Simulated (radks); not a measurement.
Sr XXI, 18 electrons, occupied as [Ar]. Method: non-relativistic Kohn-Sham, TPSS, spin-polarised, spherical densities, point nucleus; meta-GGA in the generalised Kohn-Sham scheme; relativity is left out, which matters for an element this heavy; computed with a radial shooting solver on a logarithmic mesh with Libxc functionals.

Normalised radial functions P(r) = r R(r), r in bohr:

| r | 2s | 3s | 3p |
|---|---|---|---|
| 0.002048 | 0.2781 | 0.1294 | 0.0029 |
| 0.002562 | 0.3410 | 0.1587 | 0.0045 |
| 0.003205 | 0.4160 | 0.1936 | 0.0070 |
| 0.004009 | 0.5043 | 0.2346 | 0.0108 |
| 0.004976 | 0.6024 | 0.2802 | 0.0164 |
| 0.006225 | 0.7169 | 0.3333 | 0.0250 |
| 0.007788 | 0.8417 | 0.3911 | 0.0380 |
| 0.009744 | 0.9712 | 0.4509 | 0.0573 |
| 0.01209 | 1.0909 | 0.5057 | 0.0844 |
| 0.01513 | 1.1945 | 0.5522 | 0.1246 |
| 0.01893 | 1.2542 | 0.5772 | 0.1814 |
| 0.02368 | 1.2399 | 0.5658 | 0.2593 |
| 0.02939 | 1.1224 | 0.5041 | 0.3579 |
| 0.03677 | 0.8584 | 0.3707 | 0.4857 |
| 0.046 | 0.4249 | 0.1555 | 0.6348 |
| 0.05755 | -0.1761 | -0.1371 | 0.7899 |
| 0.07142 | -0.8704 | -0.4635 | 0.9169 |
| 0.08936 | -1.6080 | -0.7816 | 0.9781 |
| 0.1118 | -2.2107 | -0.9752 | 0.9060 |
| 0.1399 | -2.5149 | -0.9258 | 0.6423 |
| 0.1736 | -2.4327 | -0.5727 | 0.1851 |
| 0.2172 | -1.9851 | 0.0883 | -0.4508 |
| 0.2717 | -1.3373 | 0.8790 | -1.1081 |
| 0.3399 | -0.7211 | 1.5119 | -1.5767 |
| 0.4218 | -0.3096 | 1.7201 | -1.6769 |
| 0.5278 | -0.0942 | 1.4651 | -1.3967 |
| 0.6603 | -0.0192 | 0.9307 | -0.8935 |
| 0.826 | -0.0024 | 0.4281 | -0.4235 |
| 1.025 | -0.0002 | 0.1419 | -0.1474 |
| 1.283 | 0.0000 | 0.0288 | -0.0321 |

2s: eigenvalue -2873.2 eV, 1 radial node at r = 0.0542 bohr, <r> = 0.175 bohr, 90 % of the charge inside 0.270 bohr. 3s: eigenvalue -972.78 eV, 2 radial nodes at r = 0.0521, 0.212 bohr, <r> = 0.448 bohr, 90 % of the charge inside 0.651 bohr. 3p: eigenvalue -907.47 eV, 1 radial node at r = 0.186 bohr, <r> = 0.435 bohr, 90 % of the charge inside 0.646 bohr.
